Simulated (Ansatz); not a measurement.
Isolated molecules relaxed with PBE0-D4/def2-TZVP in Ansatz; ΔE leaves out vibrations. CCSD(T)/CBS is the MP2 limit (def2-TZVPP, def2-QZVPP) plus CCSD(T) − MP2 in def2-TZVPP, frozen cores. DFT in def2-TZVPP. B3LYP here is the variant with VWN-RPA as its local correlation; programs differ in this. def2 core potentials past Kr. For Br, Sn outer-core shells are correlated without core-valence functions, which leaves a few kJ/mol of doubt a bond. Scalar relativity is left out up to krypton. Each species was taken in one conformer, which may not be the lowest.

`[CH3][SnH2][AlH2]` + `O[SiH](O)Br` → `O[SiH](Br)[O][AlH2]` + `[CH3][SnH3]`  (cleavage of the Al–Sn bond)

`[CH3][SnH2][AlH2]`:

```xyz
10

C    -0.128    1.438   -1.105
Sn    0.674   -0.393   -0.308
Al   -0.653   -1.356    1.790
H     0.463    1.754   -1.965
H    -1.161    1.288   -1.418
H    -0.099    2.220   -0.346
H     0.699   -1.540   -1.588
H     2.323   -0.106    0.080
H    -1.987   -0.657    2.302
H    -0.131   -2.646    2.558
```

`O[SiH](O)Br`:

Z-matrix (Å, degrees):
```
Si
O 1 1.631
Br 1 2.230 2 107.4
O 1 1.621 2 109.9 3 -121.9
H 1 1.469 2 113.6 3 119.3
H 2 0.958 1 117.9 3 -25.3
H 4 0.959 1 118.6 2 53.3
```

`O[SiH](Br)[O][AlH2]`:

Z-matrix (Å, degrees):
```
Si
Br 1 2.232
O 1 1.604 2 107.4
O 1 1.628 2 109.0 3 -123.4
H 1 1.469 2 109.0 3 120.6
Al 3 1.692 1 165.5 2 -44.4
H 4 0.959 1 118.7 2 42.9
H 6 1.576 3 117.2 1 149.4
H 6 1.578 3 117.8 1 -31.7
```

`[CH3][SnH3]`:

Z-matrix (Å, degrees):
```
C
Sn 1 2.140
H 1 1.090 2 110.0
H 1 1.090 2 110.0 3 -120.0
H 1 1.090 2 110.0 3 120.0
H 2 1.709 1 110.1 3 -59.7
H 2 1.709 1 110.1 3 -179.7
H 2 1.709 1 110.1 3 60.3
```

**Question.** Is it downhill or uphill in electronic energy at CCSD(T)/CBS, and by how much? (Best estimate.)

**Answer.** Computed: Downhill: ΔE = -1.30 eV.

**Question.** What do these levels give: PBE-D4, r2SCAN-D4, B3LYP-D4, ωB97M-V, B2PLYP, PBE, HF/def2-TZVPP, SCS-MP2/def2-TZVPP, CCSD/def2-TZVPP, HF/def2-QZVPP, HF/CBS(def2), CCSD/CBS(def2)? (An estimate is asked.)

**Answer.** The calculation gave: PBE-D4 -1.12, r2SCAN-D4 -1.30, B3LYP-D4 -1.36, ωB97M-V -1.36, B2PLYP -1.37, PBE -1.11, HF/def2-TZVPP -1.51, SCS-MP2/def2-TZVPP -1.42, CCSD/def2-TZVPP -1.37, HF/def2-QZVPP -1.54, HF/CBS(def2) -1.54, CCSD/CBS(def2) -1.32 eV.

Largest T1 diagnostic among the species: 0.012.

In def2-TZVPP, CCSD(T) changes the Hartree–Fock value by +0.16 eV (the triples alone add +0.02 eV) and MP2 by +0.13 eV. From PBE to PBE0 (25 % exact exchange), in def2-TZVPP and without D4, ΔE moves by −0.06 eV.
